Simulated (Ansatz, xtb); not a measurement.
**BrH2NSi: where a starting geometry ends**

The starting geometry of this gas-phase singlet has its atoms placed at random.

```xyz
5

Br    1.2538   -0.9008   -0.2257
N    -1.1046   -0.4441    0.3092
Si    1.1222    0.8498   -1.2317
H    -0.7604   -0.0989   -0.7228
H     0.0588   -0.7471    0.6564
```

Q: Guess where an optimisation with r2SCAN-D4/def2-SVP ends from this start.

A: It ends as `N[Si]Br`. Distances that change by over a tenth: Br1–Si3 (2.02 → 2.29 Å), N2–H4 (1.14 → 1.02 Å), N2–H5 (1.25 → 1.02 Å). Contacts that open: Br1–H5 (1.49 → 3.02 Å). Contacts that close: N2–Si3 (3.00 → 1.72 Å).

The energy falls by 9.01 eV over 16 steps:

| step | E − E(last) (eV) |
| --- | --- |
| 1 | 9.009 |
| 3 | 5.410 |
| 4 | 4.195 |
| 6 | 2.060 |
| 8 | 0.932 |
| 9 | 0.655 |
| 11 | 0.263 |
| 13 | 0.009 |
| 14 | 0.000 |
| 16 | 0.000 |

Final geometry (Å):

```xyz
5

Br    2.3835   -0.9509   -0.1537
N    -0.5598   -0.1562   -0.1825
Si    0.7905    0.4181   -1.0741
H    -1.4874    0.2377   -0.3289
H    -0.5571   -0.8900    0.5245
```

From the same start GFN2-xTB reaches the same bonding as this run.

From so rough a start the end depends on the optimiser's path, so another program may land elsewhere. No frequencies were run, so the end isn't proven a minimum. Run with Ansatz 0.2.0, 35 s on 2 threads of Intel(R) Xeon(R) Platinum 8259CL CPU @ 2.50GHz (Skylake/Cascade Lake), on a shared host.
